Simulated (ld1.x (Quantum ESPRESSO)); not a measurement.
## What one change does to a pseudopotential (nickel, RRKJ)

ld1.x (Quantum ESPRESSO) 7.5 input, shortened:

```
&input
   title='Ni', zed=28., rel=2, dft='PBE', iswitch=3,
   config='[Ar] 3d8 4s2 4p0', rel_dist='average'
 /
 &inputp
   pseudotype=2, tm=.false., rho0=0.02, lloc=-1, rcloc=0.85,
   nlcc=.false.
 /
3
3S  1  0   2.00   0.00  0.80  0.80  0.0
3P  2  1   6.00   0.00  1.10  1.10  0.0
3D  3  2   8.00   0.00  0.95  0.95  0.0
 &test
   configts(1)='3s2 3p6 3d8 4s2 4p0'
 /
```

Open shells are filled in proportion to 2j + 1 (rel_dist='average').

Occupied shells without a wave of their own: 4s. They enter only through the test configuration that unscreens the potential.

All-electron outer shells of the reference configuration (PBE, scalar-relativistic, ld1.x):

| shell | level (eV) | outermost node (bohr) | outermost maximum (bohr) |
| --- | --- | --- | --- |
| 2s | -981.83 | 0.07 | 0.21 |
| 2p | -844.68 | – | 0.16 |
| 3s | -111.06 | 0.30 | 0.64 |
| 3p | -71.39 | 0.27 | 0.65 |
| 3d | -8.87 | – | 0.63 |
| 4s | -5.64 | 0.92 | 2.24 |
| 4p | -1.22 | 1.00 | 3.17 |

Change: wave 3s (bound): rc 0.80 bohr becomes 3s (bound): rc 0.62 bohr.

Cutoffs: the cutoffs (Ry, on a coarse ladder) from which the occupation-weighted sum of valence levels, in a spherical-Bessel basis at the reference potential, stays within 10 and 1 mRy of its value at 400 Ry; they do not see the model core or the augmentation charge, which bear on the density cutoff. Errors are all-electron minus pseudo energies relative to the spin-unpolarised reference configuration.

Q: What does the change do?

A: Of the 7 tests that both files solve, the error grows in 7 and shrinks in 0 by more than 15 % and 0.3 meV (median size 105.9 → 134.0 meV); neither file shows a bound ghost. That the errors move this way runs against the usual rule that smaller radii transfer better.

```tsv
quantity	base	changed
bound ghosts	none	none
largest miss of a reference level, eV	0.04	0.05
error for 3s2 3p6 3d8 4s1 4p0, meV [ΔE 9.32 eV]	-57	-70
error for 3s2 3p6 3d8 4s0 4p0, meV [ΔE 26.67 eV]	-144	-179
error for 3s2 3p6 3d7 4s0 4p0, meV [ΔE 64.14 eV]	-224	-276
error for 3s2 3p6 3d7 4s2 4p0, meV [ΔE 16.12 eV]	+3.9	+4.5
error for 3s2 3p6 3d8 4s0 4p1, meV [ΔE 15.01 eV]	-106	-134
error for 3s2 3p6 3d6 4s0 4p0, meV [ΔE 121.70 eV]	-299	-371
error for 3s2 3p6 3d8 4s0 4p2, meV [ΔE 9.50 eV]	-83	-107
s: phases at 1.21 bohr within 0.05 rad from the reference energy up to (Ry; the scan ends near 5)	to the end of the scan	to the end of the scan
p1/2: phases at 1.21 bohr within 0.05 rad from the reference energy up to (Ry; the scan ends near 5)	to the end of the scan	to the end of the scan
p3/2: phases at 1.21 bohr within 0.05 rad from the reference energy up to (Ry; the scan ends near 5)	to the end of the scan	to the end of the scan
d3/2: phases at 1.21 bohr within 0.05 rad from the reference energy up to (Ry; the scan ends near 5)	to the end of the scan	to the end of the scan
d5/2: phases at 1.21 bohr within 0.05 rad from the reference energy up to (Ry; the scan ends near 5)	to the end of the scan	to the end of the scan
```

Base: The 4s level has no wave, so the channel is fitted at the deeper level alone: the likely source of the large errors. Changed file: The 4s level has no wave, so the channel is fitted at the deeper level alone: the likely source of the large errors.
